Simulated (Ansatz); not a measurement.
Species: sum formula BH$_{2}$S$_{3}$, charge 0, multiplicity 2. It need not be the lowest isomer of its formula. 
Geometry from a B3LYP-D3(BJ)/def2-TZVP (Ansatz, a quantum-chemistry and plane-wave program) optimisation:
```
B
S 1 1.7701
S 1 1.8178 2 122.08
H 3 1.3437 1 97.67 2 0.00
S 1 1.8178 2 122.08 4 -180.00
H 5 1.3437 1 97.67 2 0.00
```
Charge 0, spin multiplicity 2.

Total electronic energies in hartree. Correlated levels leave the core frozen unless marked. Open shells are spin-unrestricted. No spin-orbit coupling. No relativistic terms. Basis-set limits of correlation are two-point, X^-3; Hartree-Fock from the larger set.

```csv
level,program,energy (Eh)
RI-HF/aug-cc-pV(Q+d)Z,Ansatz,-1218.58602
BLYP/def2-TZVPD,Ansatz,-1220.70695
B97M-V/def2-TZVPD,Ansatz,…
PBE0/def2-TZVPD,Ansatz,…
PBE-QIDH/def2-TZVPD,Ansatz,-1220.00633
MP2/cc-pV(Q+d)Z,Ansatz,-1219.22996
SCS-MP2/6-31G,Ansatz,-1218.53629
SCS-MP2/cc-pV(D+d)Z,Ansatz,-1218.97738
"CCSD(T)/CBS(aug-cc-pV(T+d)Z,aug-cc-pV(Q+d)Z)",Ansatz,-1219.3492
```

What belongs in the gaps?


- B97M-V/def2-TZVPD, energy (Eh): -1220.43405
- PBE0/def2-TZVPD, energy (Eh): -1220.27416
